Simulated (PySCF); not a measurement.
H2Zn, charge +1, doublet (typed; the unrestricted solution is spin-contaminated), geometry from GFN2-xTB (such geometries of metal compounds can be far from the true shape) (a state made from the parent by changing its charge; the spin is typed, not shown lowest). Base run: HF/6-31G** run with PySCF.

The PySCF input:
```python
from pyscf import gto, scf

mol = gto.Mole()
mol.atom = '''
    Zn    0.00000000    0.00000000    0.00000000
    H    -0.00000000   -0.00000000   -1.56522249
    H     0.00000000    0.00000000    1.56522249
'''
mol.basis = '6-31g**'
mol.charge = 1
mol.spin = 1
mol.verbose = 5
mol.build()

mf = scf.UHF(mol)
mf.kernel()
mf.analyze()
```

Variants of this job, named by their change:

| change | basis functions | E (Eh) | HOMO (eV) |
|---|---|---|---|
| base | 44 | -1778.25001 | -17.47 |
| basis = cc-pVDZ-DK; relativity = none | 53 | -1769.41570 | -17.46 |
| basis = cc-pVDZ-DK; relativity = spin-free X2C | 53 | -1795.03412 | -17.76 |
| basis = jorge-DZP-DKH; relativity = none | 53 | -1773.50609 | -17.44 |
| basis = ANO-RCC-VDZP; relativity = none | 44 | -1769.40052 | -17.55 |
| basis = ANO-RCC-VDZP; relativity = spin-free X2C; nucleus = Gaussian (with mol.nucmod = 'G') | 44 | -1795.01993 | -17.84 |
| basis = ANO-RCC-VDZP; relativity = spin-free X2C | 44 | -1795.02880 | -17.84 |
| basis = jorge-DZP-DKH; relativity = spin-free X2C; nucleus = Gaussian (with mol.nucmod = 'G') | 53 | -1794.83757 | -17.70 |
| basis = cc-pVDZ-DK; relativity = spin-free X2C; nucleus = Gaussian (with mol.nucmod = 'G') | 53 | -1795.02525 | -17.76 |
| basis = jorge-DZP-DKH; relativity = spin-free X2C | 53 | -1794.84542 | -17.70 |

Total energies compare only within one method and basis.

Open shells are given as the SCF converged; they aren't shown to be the lowest states, and a large step between rows can be another state.

Basis sets contracted for a relativistic Hamiltonian are a mismatch without it, so the rows without relativity aren't non-relativistic limits. No row has spin-orbit coupling; sets with core potentials leave out the core electrons.
